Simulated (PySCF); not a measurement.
ECD: `CO[C@@H]1CC[C@H]1Br`, C$_{5}$H$_{9}$BrO

Geometry (Å), atoms numbered from 1 in this order:
```xyz
16

C     2.3311   -0.1613   -0.5754
O     1.4079   -0.1748    0.4778
C     0.1732    0.3465    0.1472
C    -0.8709    0.3396    1.2692
C    -1.9447    0.0027    0.2154
C    -0.8091   -0.5071   -0.6741
Br   -0.9320   -0.2354   -2.5896
H     2.0179   -0.8117   -1.4124
H     2.4768    0.8601   -0.9766
H     3.2895   -0.5270   -0.1823
H     0.2640    1.3523   -0.3120
H    -0.9890    1.2580    1.8605
H    -0.6741   -0.5067    1.9434
H    -2.7372   -0.7111    0.4772
H    -2.4015    0.9093   -0.2069
H    -0.6030   -1.5753   -0.5203
```

Computed, not measured: TDDFT CAM-B3LYP/aug-cc-pVDZ circular dichroism and optical rotation, one conformer, gas phase in PySCF. Geometry: PBE0-D3(BJ)/def2-SVP.

The molecule is flexible and this is one conformer; a measurement averages over conformers. The calculation is non-relativistic, which matters for the atoms heavier than Zn.

(1) Assign R or S to each stereocentre.

(2) Which excitations and rotatory strengths does the calculation give?

## Answers

(1) C3 R, C6 R.

(2) Rotatory strengths R in 10⁻⁴⁰ esu² cm², velocity form and length form (origin at the centre of mass); f in length form.
| state | E (eV) | λ (nm) | f | R (velocity) | R (length) | main |
| --- | --- | --- | --- | --- | --- | --- |
| 1 | 6.10 | 203 | 0.003 | -5.3 | -5.4 | HOMO→LUMO+4 0.33, HOMO→LUMO 0.21 |
| 2 | 6.28 | 197 | 0.002 | -1.6 | -1.7 | HOMO−1→LUMO+4 0.42, HOMO−1→LUMO 0.16 |
| 3 | 6.78 | 183 | 0.028 | -4.1 | -4.2 | HOMO→LUMO 0.47, HOMO→LUMO+2 0.20 |
| 4 | 6.98 | 178 | 0.013 | -2.7 | -2.4 | HOMO→LUMO+1 0.45, HOMO→LUMO+2 0.26 |
| 5 | 7.17 | 173 | 0.038 | -31.4 | -31.1 | HOMO→LUMO+3 0.62, HOMO−2→LUMO 0.13 |
| 6 | 7.18 | 173 | 0.039 | +6.0 | +6.6 | HOMO−1→LUMO 0.37, HOMO−1→LUMO+3 0.24 |
| 7 | 7.23 | 171 | 0.025 | -3.3 | -3.3 | HOMO→LUMO+1 0.30, HOMO→LUMO+2 0.26 |
| 8 | 7.51 | 165 | 0.009 | +0.3 | +0.1 | HOMO→LUMO+4 0.37, HOMO−2→LUMO+4 0.20 |

Among the states computed, the strongest CD band (largest |R|) is state 5. The largest dissymmetry factor in size, g = 4R/(D+G), with D and G the electric and magnetic dipole strengths, is -0.014 for state 1 (velocity form, f = 0.003), among bands with |R| over 0.5. The mirror image has the same energies and oscillator strengths and all R with the opposite sign.
